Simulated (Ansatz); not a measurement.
The same path of C$_{2}$H$_{7}$AlFNTe (13 atoms, charge 0, multiplicity 1) was run twice with different band settings. The coordinate that changes most is the height of N4 over the plane of its neighbours.

Theory: RKS BHLYP/def2-SVP (Ansatz).

Relaxed end points:

```xyz
13
Properties=species:S:1:pos:R:3
C -0.110 -1.619 0.956
Al 0.934 0.012 0.542
C -0.021 0.660 -1.214
N -1.149 0.196 -1.649
F 0.413 1.638 -1.949
Te 0.212 2.012 2.067
H 0.259 -2.083 1.877
H -0.021 -2.383 0.172
H -1.179 -1.432 1.123
H 2.466 -0.067 0.159
H -1.580 -0.569 -1.152
H -1.629 0.602 -2.442
H 1.425 2.999 1.524
```

```xyz
13
Properties=species:S:1:pos:R:3
C -0.272 -1.407 1.221
Al 0.719 0.245 0.767
C 0.306 0.405 -1.287
N -0.598 -0.282 -1.909
F 0.879 1.268 -2.070
Te -0.595 2.374 1.535
H 0.119 -2.289 0.696
H -1.351 -1.349 1.021
H -0.182 -1.625 2.292
H 2.296 0.313 0.865
H -1.108 -0.984 -1.396
H -0.835 -0.109 -2.878
H 0.643 3.405 1.157
```

Common settings: movable images 7; climbing image yes; optimiser quadratic models (default); start path IDPP; force threshold 0.05 eV/Å; end points relaxed.

| run | spring | iteration limit |
| --- | --- | --- |
| 1 | 5.0 eV/Å² | 19 |
| 2 | 0.5 eV/Å² | 17 |

Problem. What does each run give, and how far can it be trusted?

Solution. Run 1: converged after 6 iterations, highest image 0.042 eV above the first end. A vibrational analysis at the climbing image gives one clearly imaginary mode, 138i cm⁻¹: a first-order saddle point.
Run 2: converged after 7 iterations, highest image 0.042 eV above the first end. Another band between the same ends (7 images) ends at a top of the same energy, where a vibrational analysis finds 1 clearly imaginary mode.
